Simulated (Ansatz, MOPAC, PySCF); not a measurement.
Pair of molecules: H2O (SMILES O) (first 3 atoms) with H4OSi (SMILES O[SiH3]); geometry from B3LYP-D3(BJ)/def2-TZVP, rigid monomers moved along the line of their centres of mass till O1···H6 is 3.28 Å.
(charge 0, multiplicity 1):
```xyz
9

O      0.25536    -0.53034     0.32902
H     -0.44669    -0.95934    -0.17215
H      0.69917     0.06262    -0.28711
O     -0.82004     1.08856     4.10169
Si    -0.22383     0.58219     5.54460
H     -0.50791     0.65169     3.29098
H     -0.52351    -0.85001     5.80714
H     -0.87113     1.40894     6.58604
H      1.25000     0.75307     5.63714
```

Counterpoise-corrected where a basis set is named; no monomer relaxation. Rows marked so take none.

Rows in 6-31G* carry no dispersion term and start afresh at each structure (6-31G* with six Cartesian d functions). The state that PM6 reach isn't checked.

Programs: Ansatz (a first-principles code) with Gaussian orbitals; MOPAC for PM6 (differences of heats of formation); PySCF for 6-31G* rows, the dispersion terms. Values without a source in brackets are computed.

Q: One of these levels gives -8.3 kJ/mol for the interaction energy. Which?
A) HF/6-31G* (no counterpoise)
B) PBE0-D3(BJ)/def2-TZVPPD
C) PM6

A: B, PBE0-D3(BJ)/def2-TZVPPD. The others give -6.0 (PM6), -10.4 (HF/6-31G* (no counterpoise))
